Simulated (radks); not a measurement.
Isoelectronic series with 19 electrons, all held in the configuration [Ar] 4s1, which need not be the ground one along the series. Method: non-relativistic Kohn-Sham, r2SCAN, spin-polarised, spherical densities, point nucleus; open shells are filled with parallel spins first; meta-GGA in the generalised Kohn-Sham scheme; computed with a radial shooting solver on a logarithmic mesh with Libxc functionals. Total energies (hartree) and screening constants sigma, defined by e = -(Z - sigma)^2 / (2 n^2) hartree:

ion    E (hartree)   4s up  3p down   3p up
K       -599.88753  17.257   15.415  15.411
Ca+     -677.30977  16.676   15.146  15.139
Sc2+    -759.73464  16.335   14.940  14.931
Ti3+    -847.14642  16.096   14.779  14.769
V4+     -939.53619  15.915   14.651  14.640
Cr5+   -1036.89805  15.771   14.545  14.534
Mn6+   -1139.22789  15.653   14.456  14.444
Fe7+   -1246.52264  15.554   14.380  14.368
Co8+   -1358.78001  15.470   14.314  14.302
Ni9+   -1475.99820  15.396   14.256  14.245
Cu10+  -1598.17580  15.332   14.206  14.194
Zn11+  -1725.31166  15.275   14.160  14.149
Ga12+  -1857.40486  15.225   14.120  14.108
Ge13+  -1994.45464  15.179   14.084  14.071
As14+  -2136.46035  15.138   14.050  14.038
Se15+  -2283.42147  15.101   14.020  14.008
Br16+  -2435.33754  15.067   13.993  13.980
